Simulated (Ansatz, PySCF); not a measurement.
FH₅OSi₃, SMILES F[SiH]1[SiH2]O[SiH2]1. Atoms are numbered in the order given.

```xyz
10

F     -2.3782    -0.5570     0.0000
Si    -1.0893     0.4457     0.0000
Si     0.7503    -0.0532     1.3999
O      1.7028    -0.1614     0.0000
Si     0.7503    -0.0532    -1.3999
H     -1.6152     1.8437     0.0000
H      1.2692     1.0146     2.3046
H      0.7078    -1.3483     2.1404
H      0.7078    -1.3483    -2.1404
H      1.2692     1.0146    -2.3046
```
Charge 0, spin multiplicity 1.

The structure is a stationary point at PBE0-D3(BJ)/def2-SVP. The structure was generated by enumeration, and PubChem lists no compound with its InChIKey, so it may never have been made.

Two levels are set side by side: PBE-D3(BJ)/def2-SVP (Ansatz, a quantum-chemistry and plane-wave program) and PBE0-D3(BJ)/def2-SVP (Ansatz). Each level has its own optimised geometry; the coordinates shown are those of the second. Frequencies come from the Hessian of PySCF at each geometry. Differences are taken from unrounded values.

```
quantity                            PBE0-D3(BJ)  PBE-D3(BJ)  PBE-D3(BJ) minus PBE0-D3(BJ)
----------------------------------  -----------  ----------  ----------------------------
mean bond length (Å)                      1.722       1.735                         0.013
bond F1–Si2 (Å)                           1.633       1.648                         0.015
bond Si2–Si3 (Å)                          2.365       2.375                         0.010
bond Si2–Si5 (Å)                          2.365       2.375                         0.010
bond Si3–O4 (Å)                           1.697       1.715                         0.019
bond O4–Si5 (Å)                           1.697       1.715                         0.019
bond Si2–H6 (Å)                           1.494       1.507                         0.013
bond Si3–H7 (Å)                           1.493       1.505                         0.012
bond Si3–H8 (Å)                           1.492       1.505                         0.012
bond Si5–H9 (Å)                           1.492       1.505                         0.012
bond Si5–H10 (Å)                          1.493       1.505                         0.012
highest harmonic wavenumber (cm⁻¹)         2243        2166                           -77
mean harmonic wavenumber (cm⁻¹)             941         905                           -36
zero-point energy (kcal/mol)              32.28       31.04                         -1.24
```

Exact exchange shortens and stiffens bonds; PBE has none. Differences between two approximate levels are no errors against the true value.
